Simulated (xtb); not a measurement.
Se(H)(iPr) (C₃H₈Se), SMILES C(C)(C)[SeH]. All values are semi-empirical tight-binding results from xtb (GFN2-xTB unless named), good for trends rather than for accurate numbers. Geometry: GFN2-xTB. One conformer was computed; it need not be the lowest.

Optimised geometry:

```xyz
12

Se    -0.8852     0.1449     0.4856
H     -1.7805    -0.3538    -0.5348
C      0.7336     0.1361    -0.7043
C      0.9639    -1.2525    -1.2683
C      1.9130     0.6342     0.1103
H      0.5016     0.8437    -1.5058
H      1.8353    -1.2429    -1.9216
H      1.1423    -1.9651    -0.4656
H      0.1048    -1.5894    -1.8463
H      1.7102     1.6223     0.5217
H      2.7993     0.6975    -0.5189
H      2.1219    -0.0475     0.9339
```
Charge 0, spin multiplicity 1.

| Quantity | Result |
|---|---|
| orbital gap | 3.89 eV |
| zero-point energy | 61.8 kcal/mol |
| G − E(el) at 298.15 K (modified RRHO) | 42.9 kcal/mol |
| static polarisability (D4 model) | 65.9 bohr³ |
| solvation energy, GFN2-xTB/ALPB(water) | -2.0 kcal/mol |
| solvation energy, GFN2-xTB/ALPB(ch2cl2) | -4.8 kcal/mol |

### Question
Give the atomic charges and the Wiberg bond orders between heavy atoms. (The exact figures need the calculation; the answer reports its results.)

### Answer
charges (e) Se1 -0.29, H2 0.14, C3 0.03, C4 -0.10, C5 -0.10, H6 0.04, H7 0.04, H8 0.05, H9 0.04, H10 0.05, H11 0.04, H12 0.05. Bond orders Se1–C3 0.97, C3–C4 1.02, C3–C5 1.02.
